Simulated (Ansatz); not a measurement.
Steps of a relaxation of C3H10NTa (`[CH3][Ta]([CH3])([CH3])=[NH]`) with RKS PBE0-D4/def2-TZVP.

```sh
$ ansatz run in.yaml --threads 4 --pin off --events-out ev --progress --plain --max-ram 11315MiB
```

```yaml
crystal:
  periodic: [false, false, false]
  atoms:
    - {symbol: C, position_ang: [-1.832524, 1.002966, 0.294833]}
    - {symbol: Ta, position_ang: [0.078450, 0.112729, -0.216694]}
    - {symbol: C, position_ang: [1.599981, 0.511886, 1.277470]}
    - {symbol: C, position_ang: [-0.094569, -2.000761, -0.674299]}
    - {symbol: N, position_ang: [0.619798, 0.909170, -1.710534]}
    - {symbol: H, position_ang: [-2.588857, 0.872909, -0.509958]}
    - {symbol: H, position_ang: [-2.232432, 0.525481, 1.221209]}
    - {symbol: H, position_ang: [-1.745917, 2.095527, 0.484840]}
    - {symbol: H, position_ang: [1.747707, 1.600430, 1.450373]}
    - {symbol: H, position_ang: [2.588762, 0.092398, 0.988371]}
    - {symbol: H, position_ang: [1.302588, 0.048248, 2.248391]}
    - {symbol: H, position_ang: [-0.854676, -2.192676, -1.463919]}
    - {symbol: H, position_ang: [-0.403731, -2.559488, 0.241359]}
    - {symbol: H, position_ang: [0.863084, -2.437283, -1.034139]}
    - {symbol: H, position_ang: [0.930535, 1.367662, -2.567901]}
basis:
  gaussian: {orbitals: def2-TZVP}
hamiltonian: {xc: pbe0, dispersion: d4}
relax: {f_tol: 0.005, max_steps: 150}
```

Positions (Å) and forces (eV/Å) along the path, 7 of 7 steps:

```xyz
15
step=1 energy=-6312.5038 eV
C    -1.833    1.003    0.295   -0.374    0.149    0.132
Ta    0.078    0.113   -0.217    0.294    0.433   -0.803
C     1.600    0.512    1.277    0.272    0.057    0.318
C    -0.095   -2.001   -0.674   -0.039   -0.422   -0.063
N     0.620    0.909   -1.711   -0.072   -0.104    0.195
H    -2.589    0.873   -0.510    0.366    0.054    0.390
H    -2.232    0.525    1.221    0.154    0.237   -0.420
H    -1.746    2.096    0.485   -0.037   -0.527   -0.083
H     1.748    1.600    1.450   -0.080   -0.525   -0.081
H     2.589    0.092    0.988   -0.478    0.193    0.140
H     1.303    0.048    2.248    0.163    0.220   -0.425
H    -0.855   -2.193   -1.464    0.361    0.093    0.392
H    -0.404   -2.559    0.241    0.138    0.226   -0.435
H     0.863   -2.437   -1.034   -0.467    0.216    0.187
H     0.931    1.368   -2.568   -0.201   -0.299    0.556
15
step=2 energy=-6312.5529 eV
C    -1.816    0.989    0.300   -0.237    0.125    0.043
Ta    0.087    0.126   -0.241   -0.097   -0.150    0.260
C     1.580    0.503    1.272    0.203    0.062    0.169
C    -0.096   -1.982   -0.661   -0.014   -0.258   -0.080
N     0.623    0.912   -1.720    0.104    0.158   -0.284
H    -2.563    0.859   -0.497    0.087    0.029    0.100
H    -2.218    0.523    1.217    0.106    0.049   -0.149
H    -1.729    2.069    0.485   -0.022   -0.131   -0.030
H     1.725    1.579    1.442   -0.004   -0.134   -0.020
H     2.558    0.089    0.983   -0.114    0.062    0.040
H     1.295    0.045    2.236    0.006    0.059   -0.181
H    -0.845   -2.172   -1.444    0.102    0.016    0.093
H    -0.404   -2.543    0.240    0.050    0.132   -0.123
H     0.852   -2.414   -1.014   -0.125    0.048    0.036
H     0.930    1.364   -2.568   -0.045   -0.067    0.125
15
step=3 energy=-6312.5576 eV
C    -1.820    0.995    0.296    0.028   -0.018   -0.002
Ta    0.088    0.128   -0.245    0.047    0.069   -0.128
C     1.587    0.506    1.270   -0.027   -0.010   -0.018
C    -0.095   -1.987   -0.667    0.001    0.030    0.014
N     0.626    0.918   -1.728   -0.173   -0.253    0.476
H    -2.573    0.863   -0.487   -0.006   -0.013   -0.006
H    -2.192    0.512    1.212   -0.009    0.016   -0.012
H    -1.743    2.070    0.489    0.008    0.007    0.010
H     1.732    1.576    1.454   -0.010    0.010    0.005
H     2.563    0.093    0.995    0.004   -0.014   -0.003
H     1.275    0.038    2.215    0.018    0.011   -0.004
H    -0.842   -2.186   -1.443   -0.015    0.003    0.000
H    -0.406   -2.515    0.246    0.004   -0.007   -0.020
H     0.847   -2.427   -1.009    0.014   -0.002    0.007
H     0.930    1.366   -2.567    0.116    0.170   -0.319
15
step=4 energy=-6312.5600 eV
C    -1.820    0.995    0.296   -0.024    0.016    0.003
Ta    0.085    0.124   -0.237    0.005    0.009   -0.014
C     1.588    0.506    1.271    0.023    0.008    0.016
C    -0.095   -1.988   -0.668   -0.002   -0.027   -0.013
N     0.622    0.913   -1.717   -0.010   -0.015    0.028
H    -2.571    0.863   -0.491    0.009   -0.003    0.005
H    -2.203    0.520    1.212    0.000    0.004   -0.006
H    -1.739    2.071    0.485    0.004   -0.010   -0.001
H     1.732    1.578    1.449   -0.006   -0.008   -0.003
H     2.563    0.094    0.989   -0.010    0.001   -0.001
H     1.287    0.042    2.221    0.004    0.004   -0.005
H    -0.840   -2.182   -1.447    0.005    0.005    0.008
H    -0.407   -2.526    0.239    0.002    0.002   -0.007
H     0.849   -2.424   -1.011   -0.005    0.007    0.005
H     0.928    1.364   -2.562    0.006    0.008   -0.016
15
step=5 energy=-6312.5601 eV
C    -1.822    0.996    0.297    0.000    0.001   -0.002
Ta    0.084    0.122   -0.233    0.001   -0.001   -0.003
C     1.589    0.507    1.272    0.001    0.001   -0.002
C    -0.095   -1.989   -0.668    0.001    0.002    0.001
N     0.620    0.910   -1.713   -0.003   -0.003    0.009
H    -2.570    0.861   -0.492    0.000    0.002    0.002
H    -2.208    0.525    1.213   -0.003    0.002    0.000
H    -1.738    2.073    0.481   -0.003   -0.001    0.000
H     1.730    1.578    1.448    0.002   -0.002    0.001
H     2.564    0.096    0.986    0.000    0.002    0.002
H     1.293    0.043    2.224    0.003    0.001    0.002
H    -0.838   -2.180   -1.451    0.001   -0.003    0.000
H    -0.409   -2.532    0.235   -0.001   -0.003   -0.002
H     0.851   -2.422   -1.010   -0.002   -0.001   -0.001
H     0.926    1.361   -2.558    0.002    0.004   -0.007
15
step=6 energy=-6312.5602 eV
C    -1.823    0.997    0.297   -0.004    0.002    0.003
Ta    0.083    0.120   -0.231    0.003    0.006   -0.008
C     1.591    0.507    1.272    0.003    0.000    0.004
C    -0.095   -1.991   -0.669   -0.001   -0.006   -0.003
N     0.619    0.909   -1.711   -0.002   -0.004    0.006
H    -2.570    0.862   -0.492    0.001   -0.002   -0.002
H    -2.211    0.529    1.213    0.001   -0.001    0.001
H    -1.739    2.074    0.479    0.003    0.001    0.000
H     1.731    1.579    1.448   -0.002    0.002   -0.001
H     2.566    0.098    0.985    0.000   -0.002   -0.002
H     1.298    0.044    2.225   -0.002   -0.001    0.000
H    -0.836   -2.181   -1.454   -0.001    0.003    0.000
H    -0.412   -2.536    0.232    0.000    0.001    0.003
H     0.852   -2.422   -1.009    0.003    0.002    0.001
H     0.925    1.360   -2.556    0.000    0.001   -0.001
15
step=7 energy=-6312.5602 eV
C    -1.823    0.997    0.298    0.000    0.000    0.000
Ta    0.083    0.121   -0.231    0.000    0.000    0.000
C     1.591    0.506    1.272    0.000    0.000    0.000
C    -0.096   -1.990   -0.669    0.000    0.000    0.000
N     0.619    0.909   -1.711    0.000    0.000    0.000
H    -2.570    0.861   -0.492    0.000    0.000    0.000
H    -2.210    0.530    1.214    0.000    0.000    0.000
H    -1.739    2.074    0.478    0.000    0.000    0.000
H     1.730    1.579    1.448    0.000    0.000    0.000
H     2.566    0.099    0.984    0.000    0.000    0.000
H     1.299    0.042    2.225    0.000    0.000    0.000
H    -0.834   -2.180   -1.456    0.000    0.000    0.000
H    -0.414   -2.535    0.231    0.000    0.000    0.000
H     0.852   -2.422   -1.007    0.000    0.000    0.000
H     0.925    1.360   -2.556    0.000    0.000    0.000
```

Hardware: 4 threads of an Arm Neoverse V1 on a shared host. Wall time 42 s, peak host memory 0.67 GiB.
